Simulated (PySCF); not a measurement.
GaF2Cl, SMILES [F][Ga]([F])[Cl].

Geometry: ωB97X-D3(BJ)/def2-SVP.

These are ωB97X-D3(BJ)/def2-SVP (PySCF 2.14.0) values and carry that method's errors.

Frequencies are harmonic and unscaled.

```json
[
 {"mode": "1", "ν (cm⁻¹)": "151", "IR (km/mol)": "13.5", "Raman (Å⁴/amu)": "1.4", "depolarisation": "0.75", "moving atoms (share of kinetic energy)": "F 49 %, Cl 30 %, Ga 21 %"},
 {"mode": "2", "ν (cm⁻¹)": "184", "IR (km/mol)": "43.9", "Raman (Å⁴/amu)": "0.2", "depolarisation": "0.75", "moving atoms (share of kinetic energy)": "Ga 48 %, F 43 %, Cl 8 %"},
 {"mode": "3", "ν (cm⁻¹)": "193", "IR (km/mol)": "35.7", "Raman (Å⁴/amu)": "0.9", "depolarisation": "0.71", "moving atoms (share of kinetic energy)": "F 82 %, Ga 12 %"},
 {"mode": "4", "ν (cm⁻¹)": "458", "IR (km/mol)": "33.1", "Raman (Å⁴/amu)": "6.1", "depolarisation": "0.19", "moving atoms (share of kinetic energy)": "Cl 68 %, Ga 23 %, F 8 %"},
 {"mode": "5", "ν (cm⁻¹)": "723", "IR (km/mol)": "65.1", "Raman (Å⁴/amu)": "4.7", "depolarisation": "0.09", "moving atoms (share of kinetic energy)": "F 83 %, Ga 16 %"},
 {"mode": "6", "ν (cm⁻¹)": "771", "IR (km/mol)": "79.0", "Raman (Å⁴/amu)": "1.8", "depolarisation": "0.75", "moving atoms (share of kinetic energy)": "F 72 %, Ga 28 %"}
]
```
